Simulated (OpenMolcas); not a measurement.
Dy3+ with 6 ligands (fluoride) in trigonal prismatic coordination (D3h), a polar angle of 49.6° against the regular 49.1°. A charge of +0.5 e stands 2.8 Å behind each ligand. Ligand basis ANO-RCC-VDZP.

- Program: OpenMolcas 26.06
- Method: CASSCF
- Basis: ANO-RCC-VDZP [7s6p4d2f1g]
- Scalar Hamiltonian: DKH2, point nucleus
- Active space: 9 electrons in 7 orbitals (4f)
- State averaging: 2S+1 = 6 odd, 21 roots; 2S+1 = 4 odd, 115 roots kept (CI in the orbitals of an earlier block, 108 in the spin-orbit step); 2S+1 = 2 odd, 82 roots kept (CI in the orbitals of an earlier block, 40 in the spin-orbit step)
- Spin-orbit coupling: RASSI with atomic mean-field integrals over the reference wave functions

All ligands move together. At R = 2.22 Å the width of the lowest J multiplet is 696 cm-1, and at R = 2.29 Å it is 624 cm-1.

**Question.** A third run gives 887 cm-1. What distance was it run at?

**Answer.** With a power law R^-n the two known points give n = -ln(624 / 696) / ln(2.29 / 2.22) = 3.52. Then R = 2.22 × (696 / 887)^(1/3.52) = 2.072 Å. The run was at 2.08 Å, so the estimate is off by -0.008 Å.

High states are left out of the spin-orbit mixing, which shifts the levels that they would mix with. Without dynamic correlation the ligand-field splitting of an f shell can come out too small, at times by half. No measured value stands beside these numbers; the geometry was imposed, not optimised, and the real ion may take another.
